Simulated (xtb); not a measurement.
C7H7O, doublet, from a rough starting geometry; GFN2-xTB (xtb 6.7.1).

Here is a job for xtb.
```
$ xtb mol.xyz --gfn 2 --uhf 1 --opt vtight --json

# file mol.xyz
15

C     -2.81631749     0.46420220     0.32322385
O     -1.92029970    -0.30234838    -0.39141813
C     -0.59037503    -0.23145932    -0.25774260
C      0.16907191    -1.11628159    -0.88701086
C      1.55930158    -1.10224397    -0.81604962
C      2.20092183    -0.14508289    -0.00690177
C      1.39221351     0.81676697     0.64415137
C      0.07487080     0.80002982     0.54853644
H     -3.79985026     0.27005295     0.00878824
H     -2.60780718     1.14429432     1.12175540
H     -0.36062695    -1.89033876    -1.45932899
H      2.13514503    -1.88628888    -1.27469152
H      3.25039514    -0.11667103     0.04521164
H      1.91577064     1.58831296     1.23967934
H     -0.53670417     1.60807692     1.04608827
```

Problem. What does xtb print? Leave out banner, timings and long lists.

Solution. 
```
   ID    Z sym.   atoms
    1    6 C      1, 3-8
    2    8 O      2
    3    1 H      9-15

           -------------------------------------------------
          |                Calculation Setup                |
           -------------------------------------------------

           -------------------------------------------------
          |                 G F N 2 - x T B                 |
           -------------------------------------------------

          ...................................................
          :                      SETUP                      :
          :.................................................:
          :  # basis functions                  39          :
          :  # atomic orbitals                  39          :
          :  # shells                           23          :
          :  # electrons                        41          :
          :  max. iterations                   250          :
          :  Hamiltonian                  GFN2-xTB          :
          :  restarted?                      false          :
          :  GBSA solvation                  false          :
          :  PC potential                    false          :
          :  electronic temp.          300.0000000     K    :
          :  accuracy                    1.0000000          :
          :  -> integral cutoff          0.2500000E+02      :
          :  -> integral neglect         0.1000000E-07      :
          :  -> SCF convergence          0.1000000E-05 Eh   :
          :  -> wf. convergence          0.1000000E-03 e    :
          :  Broyden damping             0.4000000          :
          :  net charge                          0          :
          :  unpaired electrons                  1          :
          ...................................................

 iter      E             dE          RMSdq      gap      omega  full diag
   1    -22.8580453 -0.228580E+02  0.400E+00    1.97       0.0  T
   2    -22.8740156 -0.159703E-01  0.247E+00    2.16       1.0  T
   3    -22.8691330  0.488266E-02  0.101E+00    1.98       1.0  T
   4    -22.8762642 -0.713124E-02  0.296E-01    2.21       1.0  T
   5    -22.8768390 -0.574796E-03  0.105E-01    2.12       1.0  T
   6    -22.8769648 -0.125832E-03  0.370E-02    2.14       1.0  T
   7    -22.8769666 -0.175718E-05  0.157E-02    2.14       1.6  T
   8    -22.8769667 -0.141933E-06  0.506E-03    2.13       5.1  T
   9    -22.8769671 -0.324842E-06  0.103E-03    2.14      25.1  T
  10    -22.8769671 -0.794675E-09  0.445E-04    2.14      58.0  T
  11    -22.8769671 -0.146748E-08  0.112E-04    2.14     230.1  T

   *** convergence criteria satisfied after 11 iterations ***

         :::::::::::::::::::::::::::::::::::::::::::::::::::::
         ::                     SUMMARY                     ::
         :::::::::::::::::::::::::::::::::::::::::::::::::::::
         :: total energy             -22.513233079181 Eh    ::
         :: gradient norm              0.169203533193 Eh/a0 ::
         :: HOMO-LUMO gap              2.135684532140 eV    ::
         ::.................................................::
         :: SCC energy               -22.876958121311 Eh    ::
         :: -> isotropic ES            0.008642018398 Eh    ::
         :: -> anisotropic ES          0.003503786386 Eh    ::
         :: -> anisotropic XC          0.011994424890 Eh    ::
         :: -> dispersion             -0.011078442846 Eh    ::
         :: repulsion energy           0.363725042130 Eh    ::
         :: add. restraining           0.000000000000 Eh    ::
         :: total charge               0.000000000000 e     ::
         :::::::::::::::::::::::::::::::::::::::::::::::::::::

      -----------------------------------------------------------
     |                   =====================                   |
     |                        A N C O P T                        |
     |                   =====================                   |
[...]
 * total energy  :   -22.5292105 Eh     change       -0.2603459E-05 Eh
 * total energy  :   -22.5292130 Eh     change       -0.2479171E-05 Eh
 * total energy  :   -22.5292156 Eh     change       -0.2648282E-05 Eh
 * total energy  :   -22.5292182 Eh     change       -0.2545478E-05 Eh
 * total energy  :   -22.5292202 Eh     change       -0.2027113E-05 Eh
 * total energy  :   -22.5292217 Eh     change       -0.1514105E-05 Eh
 * total energy  :   -22.5292229 Eh     change       -0.1203801E-05 Eh
 * total energy  :   -22.5292240 Eh     change       -0.1045847E-05 Eh
 * total energy  :   -22.5292249 Eh     change       -0.8868360E-06 Eh
 * total energy  :   -22.5292256 Eh     change       -0.7250738E-06 Eh
 * total energy  :   -22.5292260 Eh     change       -0.4434444E-06 Eh
 * total energy  :   -22.5292261 Eh     change       -0.3062049E-07 Eh
   *** GEOMETRY OPTIMIZATION CONVERGED AFTER 22 ITERATIONS ***
         :: total energy             -22.529226057350 Eh    ::
[...]
        29                          0.1689413               4.5971
        30                          0.1870534               5.0900
        31                          0.2179058               5.9295
        32                          0.2536276               6.9016
       ...                                ...                  ...
        39                          0.6752478              18.3744
      -------------------------------------------------------------
                  HL-Gap            0.0732808 Eh            1.9941 eV
             Fermi-level           -0.3045707 Eh           -8.2878 eV

     #   Z          covCN         q      C6AA      α(0)
     1   6 C        2.729    -0.012    28.295     8.708
     2   8 O        1.710    -0.171    16.878     5.547
     3   6 C        2.866     0.129    25.173     8.224
     4   6 C        2.918    -0.053    29.314     8.879
     5   6 C        2.918    -0.029    28.735     8.790
     6   6 C        2.918    -0.042    29.053     8.839
     7   6 C        2.919    -0.030    28.739     8.791
     8   6 C        2.915    -0.061    29.523     8.910
     9   1 H        0.927     0.051     2.303     2.373
    10   1 H        0.926     0.034     2.532     2.488
    11   1 H        0.926     0.046     2.375     2.410
    12   1 H        0.926     0.036     2.497     2.471
    13   1 H        0.926     0.033     2.545     2.495
    14   1 H        0.926     0.034     2.528     2.487
    15   1 H        0.926     0.035     2.514     2.480

 Mol. C6AA /au·bohr⁶  :       2739.162293
 Mol. C8AA /au·bohr⁸  :      66039.107834
 Mol. α(0) /au        :         83.891222

Wiberg/Mayer (AO) data.
largest (>0.10) Wiberg bond orders for each atom

 ---------------------------------------------------------------------------
     #   Z sym  total        # sym  WBO       # sym  WBO       # sym  WBO
 ---------------------------------------------------------------------------
     1   6 C    3.421 --     2 O    1.239     9 H    0.976    10 H    0.972
     2   8 O    2.457 --     1 C    1.239     3 C    1.073
     3   6 C    3.919 --     8 C    1.330     4 C    1.314     2 O    1.073
     4   6 C    3.986 --     5 C    1.486     3 C    1.314    11 H    0.969
                             7 C    0.100
     5   6 C    3.992 --     4 C    1.486     6 C    1.404    12 H    0.971
     6   6 C    3.987 --     7 C    1.427     5 C    1.404    13 H    0.972
     7   6 C    3.992 --     8 C    1.462     6 C    1.427    14 H    0.971
                             4 C    0.100
     8   6 C    3.985 --     7 C    1.462     3 C    1.330    15 H    0.964
     9   1 H    0.997 --     1 C    0.976
    10   1 H    0.999 --     1 C    0.972
    11   1 H    0.998 --     4 C    0.969
    12   1 H    0.998 --     5 C    0.971
    13   1 H    0.999 --     6 C    0.972
    14   1 H    0.999 --     7 C    0.971
    15   1 H    0.999 --     8 C    0.964
 ---------------------------------------------------------------------------

Topologies differ in total number of bonds
Writing topology from bond orders to xtbtopo.mol

molecular dipole:
                 x           y           z       tot (Debye)
 q only:        0.050       0.106       0.085
   full:        0.018       0.201       0.162       0.658
molecular quadrupole (traceless):
                xx          xy          yy          xz          yz          zz
 q only:        1.296      -1.297      -0.253      -0.922       1.312      -1.043
  q+dip:        1.985      -1.137       0.190      -0.732       4.232      -2.174
   full:        1.076      -1.380       0.091      -1.017       2.188      -1.167

optimized geometry written to: xtbopt.xyz

           -------------------------------------------------
          | TOTAL ENERGY              -22.529226057350 Eh   |
          | GRADIENT NORM               0.000027988222 Eh/α |
          | HOMO-LUMO GAP               1.994071434336 eV   |
           -------------------------------------------------

normal termination of xtb
```
